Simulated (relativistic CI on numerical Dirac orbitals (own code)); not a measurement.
Electric-dipole lines of Eu XXVII

Calculated at this level of theory: Dirac-Coulomb-Breit CI, KLI orbitals optimised for each configuration, QED by a radiative potential, unscaled Slater integrals (own radial code, finite nucleus).

CI space (outside the closed core [Ar] 3d10): 4s2 4p6 4d, 4s2 4p5 4d2, 4s2 4p6 4f, 4s 4p6 4d2, 4s2 4p5 4d 4f, 4s 4p6 4d 4f, 4s2 4p6 5s, 4s2 4p6 5p, 4s2 4p6 5d, 4p6 4d3, 4p5 4d4, 4p5 4d3 4f, 4s 4p6 4f2, 4s 4p5 4f3, 4p6 4f3. Double excitations out of closed p, d and f shells are left out; levels of such configurations are missing from the list, as are those of other unlisted configurations, and high levels can miss mixing partners.

| λ vac (Å) | Lower | Upper | A (s⁻¹) | gf | Branching (%) |
| --- | --- | --- | --- | --- | --- |
| 68.685 | 4s2 4p6 4d 2D_3/2 [1] | 4s2 4p5 4d2 2D°_3/2 [45] | 2.22e+12 | 6.29e+00 | 99.5 |
| 69.725 | 4s2 4p6 4f 2F°_7/2 [33] | 4s2 4p5 4d 4f 2D_5/2 [180] | 9.00e+11 | 3.93e+00 | 39.1 |
| 69.914 | 4s2 4p6 4d 2D_5/2 [2] | 4s2 4p5 4d2 2F°_7/2 [49] | 1.70e+12 | 9.96e+00 | 100.0 |
| 70.221 | 4s2 4p6 4d 2D_5/2 [2] | 4s2 4p5 4d2 2P°_3/2 [48] | 1.55e+12 | 4.57e+00 | 100.0 |
| 70.252 | 4s2 4p6 4d 2D_5/2 [2] | 4s2 4p5 4d2 2D°_5/2 [47] | 2.00e+12 | 8.89e+00 | 100.0 |
| 70.595 | 4s2 4p6 4f 2F°_7/2 [33] | 4s2 4p5 4d 4f 2F_7/2 [178] | 8.49e+11 | 5.08e+00 | 42.6 |
| 71.516 | 4s2 4p6 4d 2D_3/2 [1] | 4s2 4p5 4d2 2P°_1/2 [44] | 1.19e+12 | 1.83e+00 | 100.0 |
| 73.178 | 4s2 4p6 4d 2D_3/2 [1] | 4s2 4p5 4d2 2F°_5/2 [40] | 1.55e+12 | 7.47e+00 | 100.0 |
| 76.019 | 4s2 4p5 4d2 4G°_11/2 [13] | 4s2 4p5 4d 4f 2I_13/2 [128] | 1.49e+11 | 1.81e+00 | 17.9 |
| 76.442 | 4s2 4p6 4f 2F°_7/2 [33] | 4s2 4p5 4d 4f 2G_9/2 [162] | 4.30e+11 | 3.77e+00 | 68.7 |
| 76.857 | 4s2 4p5 4d2 4D°_1/2 [3] | 4s2 4p5 4d 4f 4F_3/2 [94] | 2.83e+11 | 1.00e+00 | 36.7 |
| 77.446 | 4s2 4p5 4d2 4D°_1/2 [3] | 4s2 4p5 4d 4f 4F_3/2 [89] | 2.55e+11 | 9.18e-01 | 33.1 |
| 77.709 | 4s2 4p5 4d2 4D°_3/2 [4] | 4s2 4p5 4d 4f 4F_3/2 [89] | 2.53e+11 | 9.16e-01 | 32.8 |
| 77.827 | 4s2 4p5 4d2 4F°_5/2 [5] | 4s2 4p5 4d 4f 4D_5/2 [98] | 1.91e+11 | 1.04e+00 | 28.2 |
| 77.978 | 4s2 4p5 4d2 4F°_5/2 [5] | 4s2 4p5 4d 4f 4G_7/2 [96] | 3.13e+11 | 2.28e+00 | 48.8 |
| 78.525 | 4s2 4p5 4d2 2G°_9/2 [24] | 4s2 4p5 4d 4f 2H_11/2 [135] | 7.09e+11 | 7.87e+00 | 80.0 |
| 79.285 | 4s2 4p5 4d2 2H°_11/2 [20] | 4s2 4p5 4d 4f 2I_13/2 [128] | 6.85e+11 | 9.03e+00 | 82.1 |
| 79.592 | 4s2 4p5 4d2 4G°_7/2 [6] | 4s2 4p5 4d 4f 4H_9/2 [90] | 4.67e+11 | 4.43e+00 | 77.6 |
| 79.677 | 4s2 4p5 4d2 2D°_3/2 [11] | 4s2 4p5 4d 4f 2F_5/2 [111] | 3.98e+11 | 2.27e+00 | 50.6 |
| 79.718 | 4s2 4p5 4d2 4D°_7/2 [8] | 4s2 4p5 4d 4f 4F_9/2 [106] | 2.19e+11 | 2.08e+00 | 37.4 |
| 79.845 | 4s2 4p5 4d2 2G°_9/2 [42] | 4s2 4p5 4d 4f 2I_11/2 [175] | 5.92e+11 | 6.79e+00 | 69.6 |
| 80.092 | 4s2 4p5 4d2 2F°_5/2 [40] | 4s2 4p5 4d 4f 2G_7/2 [173] | 1.20e+12 | 9.20e+00 | 68.4 |
| 80.268 | 4s2 4p5 4d2 4G°_7/2 [34] | 4s2 4p5 4d 4f 4H_9/2 [157] | 5.03e+11 | 4.86e+00 | 84.1 |
| 80.420 | 4s2 4p5 4d2 4G°_9/2 [9] | 4s2 4p5 4d 4f 4H_11/2 [102] | 4.35e+11 | 5.06e+00 | 75.5 |
| 80.515 | 4s2 4p5 4d2 2G°_7/2 [14] | 4s2 4p5 4d 4f 4G_9/2 [112] | 4.02e+11 | 3.91e+00 | 69.3 |
| 80.661 | 4s2 4p5 4d2 2G°_9/2 [38] | 4s2 4p5 4d 4f 2H_11/2 [165] | 4.87e+11 | 5.70e+00 | 77.2 |
| 80.877 | 4s2 4p5 4d2 2F°_7/2 [39] | 4s2 4p5 4d 4f 2G_9/2 [170] | 6.10e+11 | 5.98e+00 | 59.6 |
| 81.042 | 4s2 4p5 4d2 4P°_3/2 [10] | 4s2 4p5 4d 4f 4D_5/2 [98] | 2.43e+11 | 1.43e+00 | 35.8 |
| 81.166 | 4s2 4p5 4d2 2D°_5/2 [35] | 4s2 4p5 4d 4f 2F_7/2 [158] | 4.54e+11 | 3.59e+00 | 84.3 |
| 81.217 | 4s2 4p5 4d2 4G°_11/2 [13] | 4s2 4p5 4d 4f 4H_13/2 [103] | 4.11e+11 | 5.69e+00 | 89.3 |
| 81.558 | 4s2 4p5 4d2 2F°_7/2 [16] | 4s2 4p5 4d 4f 2G_9/2 [117] | 2.40e+11 | 2.39e+00 | 43.4 |
| 81.571 | 4s2 4p5 4d2 4F°_9/2 [18] | 4s2 4p5 4d 4f 4G_11/2 [118] | 5.44e+11 | 6.51e+00 | 84.0 |
| 82.063 | 4s2 4p5 4d2 4G°_11/2 [13] | 4s2 4p5 4d 4f 4H_13/2 [99] | 1.20e+11 | 1.70e+00 | 78.4 |
| 82.267 | 4s2 4p5 4d2 4D°_3/2 [4] | 4s2 4p5 4d 4f 4F_5/2 [73] | 1.63e+11 | 9.95e-01 | 58.7 |
| 82.950 | 4s2 4p5 4d2 2F°_7/2 [49] | 4s2 4p5 4d 4f 2G_9/2 [181] | 1.13e+12 | 1.17e+01 | 73.1 |
| 85.023 | 4s2 4p6 4d 2D_5/2 [2] | 4s2 4p6 4f 2F°_7/2 [33] | 1.14e+11 | 9.89e-01 | 100.0 |
| 85.526 | 4s2 4p5 4d2 2D°_5/2 [47] | 4s2 4p5 4d 4f 2F_7/2 [178] | 4.88e+11 | 4.28e+00 | 24.5 |
| 86.356 | 4s2 4p6 4d 2D_3/2 [1] | 4s2 4p5 4d2 4D°_1/2 [29] | 2.78e+11 | 6.21e-01 | 100.0 |
| 88.228 | 4s2 4p6 4d 2D_5/2 [2] | 4s2 4p5 4d2 2P°_3/2 [31] | 2.05e+11 | 9.58e-01 | 98.5 |
| 89.057 | 4s2 4p6 4d 2D_5/2 [2] | 4s2 4p5 4d2 4F°_5/2 [30] | 1.65e+11 | 1.17e+00 | 79.1 |
| 91.183 | 4s2 4p6 4d 2D_3/2 [1] | 4s2 4p5 4d2 2D°_3/2 [26] | 1.40e+11 | 6.99e-01 | 98.1 |
| 104.55 | 4s2 4p5 4d2 2H°_11/2 [20] | 4s 4p6 4d2 2G_9/2 [60] | 1.29e+11 | 2.12e+00 | 59.6 |
| 107.31 | 4s2 4p5 4d2 4G°_11/2 [13] | 4s 4p6 4d2 4F_9/2 [56] | 1.12e+11 | 1.94e+00 | 65.6 |
| 108.90 | 4s2 4p5 4d2 4G°_9/2 [9] | 4s 4p6 4d2 4F_7/2 [53] | 1.02e+11 | 1.45e+00 | 64.9 |
| 109.49 | 4s2 4p5 4d2 4G°_7/2 [6] | 4s 4p6 4d2 4F_5/2 [51] | 9.35e+10 | 1.01e+00 | 62.3 |

Terms are leading LS components. Brackets give the number of a level in order of energy, since labels repeat. The list gives strong lines, with weight on those to low levels, without lines whose two gauges differ by over a factor of 2.5, among the lowest 200 of 2142 levels, so that lines to higher ones, which can be the strongest, are missing. Levels whose partners in the same complex of configurations lie outside the list can be far off, and so can their lines. Rates are taken at the computed energies, electric ones in the length gauge.

At this charge energies of transitions that change n are usually good to better than 1 %, and those within a shell (Δn = 0) to a few per cent.

LS names give the leading component of a level, which can be under half, so a name can repeat, a term be missing and a line seem to break the LS rules.
